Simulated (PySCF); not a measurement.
C6H6O, SMILES C1=C[C@H]2C=C[C@@H]1O2.

Coordinates come from a PBE0-D3(BJ)/def2-SVP optimisation. The structure was generated by enumeration; whether it is a known compound was not checked. Other conformers were not sampled.

Computed with PBE0-D3(BJ)/def2-SVP (PySCF).

Harmonic, unscaled wavenumbers; measured fundamentals usually lie a few per cent lower.

**Question.** Give all harmonic wavenumbers and intensities. (Estimate from the structure and the level; the computed values follow.)

**Answer.** 
| mode | ν (cm⁻¹) | IR (km/mol) | moving atoms (share of kinetic energy) |
|---|---|---|---|
| 1 | 429 | 4.9 | C 51 %, H 43 % |
| 2 | 436 | 0.0 | C 74 %, H 26 % |
| 3 | 548 | 3.8 | C 62 %, H 31 % |
| 4 | 622 | 12.1 | H 68 %, O 20 %, C 12 % |
| 5 | 691 | 52.5 | O 43 %, C 40 %, H 17 % |
| 6 | 734 | 0.0 | C 88 %, H 12 % |
| 7 | 739 | 28.6 | H 52 %, C 37 %, O 11 % |
| 8 | 828 | 1.8 | C 70 %, O 24 % |
| 9 | 855 | 1.9 | C 51 %, H 41 % |
| 10 | 908 | 0.0 | H 51 %, C 49 % |
| 11 | 908 | 1.3 | C 73 %, H 19 % |
| 12 | 910 | 26.5 | C 72 %, H 27 % |
| 13 | 933 | 0.0 | H 71 %, C 29 % |
| 14 | 935 | 72.2 | C 41 %, H 40 %, O 18 % |
| 15 | 956 | 3.1 | H 57 %, C 43 % |
| 16 | 976 | 11.8 | H 55 %, C 30 %, O 15 % |
| 17 | 1040 | 5.2 | H 95 % |
| 18 | 1107 | 36.3 | C 61 %, O 34 % |
| 19 | 1152 | 0.4 | C 56 %, H 43 % |
| 20 | 1208 | 1.1 | H 71 %, C 28 % |
| 21 | 1228 | 0.0 | H 78 %, C 22 % |
| 22 | 1259 | 0.1 | H 82 %, C 15 % |
| 23 | 1284 | 0.0 | C 50 %, H 50 % |
| 24 | 1306 | 24.5 | H 55 %, C 44 % |
| 25 | 1335 | 8.3 | H 64 %, C 27 %, O 8 % |
| 26 | 1649 | 1.4 | C 91 %, H 9 % |
| 27 | 1693 | 0.6 | C 92 % |
| 28 | 3167 | 33.2 | H 92 %, C 8 % |
| 29 | 3171 | 4.5 | H 91 %, C 9 % |
| 30 | 3251 | 0.0 | H 92 % |
| 31 | 3253 | 0.8 | H 92 %, C 8 % |
| 32 | 3277 | 3.1 | H 90 %, C 10 % |
| 33 | 3279 | 0.5 | H 90 %, C 10 % |
